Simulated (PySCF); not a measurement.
All of these have the formula C7H12. Computed with TDDFT wB97X-D/def2-SVPD, vertical, gas phase, core orbitals frozen in the response (PySCF 2.14.0, density-fitted response routines). Geometries: PBE0-D3(BJ)/def2-SVP; one conformer of each isolated species. Triplets are in the Tamm–Dancoff approximation. 'Strongest' means the level of largest summed f among the lowest 10 singlets; it needn't be the same kind of state in each.

Question: Rank by computed lowest singlet excitation energy, lowest first.
A. `C1CC[C@H]2C[C@H]2C1`
B. `C=CC(=C)C(C)C`
C. `CC=C1CCCC1`
D. `C=C1CCCCC1`

Answer: B (5.77 eV), C (6.60 eV), D (7.00 eV), A (7.68 eV).

```json
{"SMILES": "C=CC(=C)C(C)C", "S1 (eV)": "5.77", "gap (eV)": "9.37", "HOMO (eV)": "-8.45", "T1 (eV)": "3.30", "f (strongest)": "0.53", "S1 mainly": "H→L (97%)"}
{"SMILES": "CC=C1CCCC1", "S1 (eV)": "6.60", "gap (eV)": "10.59", "HOMO (eV)": "-8.30", "T1 (eV)": "4.15", "f (strongest)": "0.34", "S1 mainly": "H→L+1 (71%)"}
{"SMILES": "C=C1CCCCC1", "S1 (eV)": "7.00", "gap (eV)": "10.85", "HOMO (eV)": "-8.82", "T1 (eV)": "4.43", "f (strongest)": "0.33", "S1 mainly": "H→L (89%)"}
{"SMILES": "C1CC[C@H]2C[C@H]2C1", "S1 (eV)": "7.68", "gap (eV)": "11.85", "HOMO (eV)": "-9.39", "T1 (eV)": "7.56", "f (strongest)": "0.06", "S1 mainly": "H→L (75%)"}
```

H and L stand for HOMO and LUMO.

- `C=CC(=C)C(C)C`: Löwdin shares by element: HOMO carbon 85% or more; LUMO carbon 80% or more (atoms not listed hold the other 20%).
- `CC=C1CCCC1`: Löwdin shares by element: HOMO carbon 77% or more (atoms not listed hold the other 23%); LUMO carbon 62% or more (atoms not listed hold the other 38%).
- `C=C1CCCCC1`: Löwdin shares by element: HOMO carbon 80% or more (atoms not listed hold the other 20%); LUMO carbon 50% or more (atoms not listed hold the other 50%).
- `C1CC[C@H]2C[C@H]2C1`: Löwdin shares by element: HOMO carbon 68% or more (atoms not listed hold the other 32%); LUMO carbon 28% or more (atoms not listed hold the other 72%).
